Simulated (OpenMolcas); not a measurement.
# Ni3+: Racah parameters, worked from levels

| Item | Value |
| --- | --- |
| Program | OpenMolcas |
| Basis | ANO-RCC-VTZP [6s5p3d2f1g] |
| Scalar Hamiltonian | DKH2, point nucleus |
| Active space | 7 electrons in 5 orbitals (3d) |
| State averaging | 2S+1 = 4 even, 10 roots; 2S+1 = 2 even, 40 roots |
| Spin-orbit coupling | RASSI with atomic mean-field integrals over the reference wave functions, term energies averaged over their components |

Methods: CASSCF; MS-CASPT2, IPEA 0.25 Eh, imaginary shift 0.1 Eh (closed shells correlated: 3s 3p). Measured levels: Corliss and Sugar, J. Phys. Chem. Ref. Data 10, 197 (1981).

**Racah parameters.** Above ⁴F, d7 has ⁴P at 15B, ²G at 4B + 3C and ²H at 9B + 3C. The first two fix B and C, and the third tests them; where it misses by thousands of cm-1, two parameters do not describe the configuration (Trees and configuration-interaction terms are left out) and B and C hang on the terms chosen. Term energies are centres of gravity, weighted by 2J + 1.

```json
{"Source": "CASSCF", "⁴P": "21402", "²G": "21738", "B": "1427", "C": "5344", "C/B": "3.74", "²H from B, C": "28875", "²H found": "29014"}
{"Source": "MS-CASPT2", "⁴P": "17558", "²G": "19042", "B": "1171", "C": "4787", "C/B": "4.09", "²H from B, C": "24900", "²H found": "26410"}
{"Source": "measured", "⁴P": "17189", "²G": "19174", "B": "1146", "C": "4863", "C/B": "4.24", "²H from B, C": "24903", "²H found": "25965"}
```

Energies in cm-1. From CASSCF to MS-CASPT2, B changes by -17.9 % and C by -10.4 %. Against the measured terms, MS-CASPT2 has B off by +2.2 % and C by -1.6 %.

CASPT2 does not keep the components of a term degenerate, so their means are used; among the terms shown or strongly mixed into the levels shown the widest spread is 990 cm-1 (3d⁷ ⁴F, MS-CASPT2). Without dynamic correlation excited terms often stand tens of per cent too high (terms of higher spin than the ground term too low), and those without a measured partner can miss by more than the paired ones (holds for CASSCF). Measured partners are found by configuration, term and J. A level has none where our copy of the source lacks it or the pairing is in doubt (some pairs that miss far off the trend of their configuration count as doubtful), and it then counts in no deviation. Only configurations of the active space appear.
